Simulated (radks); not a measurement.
Q: These are the eigenvalues of the occupied orbitals of an atom or ion with whole-number occupations (eV). Calculated with a radial shooting solver on a logarithmic mesh with Libxc functionals: scalar-relativistic Kohn-Sham, BLYP, spin-polarised, spherical densities, finite nucleus; Fermi nuclear charge, rms radius of each element as measured or else 0.836 A^(1/3) + 0.57 fm.

| orbital | eigenvalue |
|---|---|
| 1s up | -26604.72 |
| 1s down | -26604.72 |
| 2s up | -4015.282 |
| 2s down | -4014.529 |
| 2p up | -3611.132 |
| 2p down | -3610.555 |
| 3s up | -809.4870 |
| 3s down | -809.1090 |
| 3p up | -676.9816 |
| 3p down | -676.5506 |
| 3d up | -469.6606 |
| 3d down | -468.9918 |
| 4s up | -179.7658 |
| 4s down | -176.9531 |
| 4p up | -139.9552 |
| 4p down | -137.0990 |
| 4d up | -81.3937 |
| 4d down | -78.6566 |

Which element is it, and in what charge state? The configuration may be excited. Open shells, if any, are filled with parallel spins first.

A: Z = 48, cadmium, charge +5: Cd5+ in [Kr] 4d7. The list shows which subshells hold electrons but not how many an open one holds; the 1s level, -977.71 hartree, gives Z - s = 44.2 by -(Z - s)^2/2, which with screening and relativity narrows Z to a few neighbours, and the depths of the outer levels then fix element, charge and occupations together.
